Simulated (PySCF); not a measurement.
**Working out the ionisation energy of Sr+**

Sr+ [Kr] 5s1 (2S) → Sr(2+) [Kr] (1S). Computed with PySCF 2.14 in ANO-RCC-VTZP, with scalar relativity by spin-free X2C-1e. Frozen: [Ar] 3d10. Energies in hartree (1 hartree = 27.21139 eV):

```
             part   Sr+ (lower)  Sr(2+) (upper)
              UHF  -3177.060268    -3176.676365
MP2 opposite-spin     -0.135808       -0.126946
    MP2 same-spin     -0.051892       -0.044240
```

What does Hartree-Fock give?

(-3176.676365) − (-3177.060268) = 0.383903 hartree = 10.447 eV.

What do MP2 and SCS-MP2 (6/5 opposite-spin, 1/3 same-spin) give?

The opposite-spin parts differ by 0.241 eV and the same-spin parts by 0.208 eV. MP2: 10.447 + (0.241) + (0.208) = 10.896 eV. SCS-MP2: 10.447 + 1.2 × (0.241) + (0.208)/3 = 10.806 eV.

Measured between the centres of the two terms (NIST): 11.030 eV, so MP2 (valence and next inner shell) is off by -0.134 eV.

What remains against the reference includes basis incompleteness, the frozen core and correlation beyond second order.
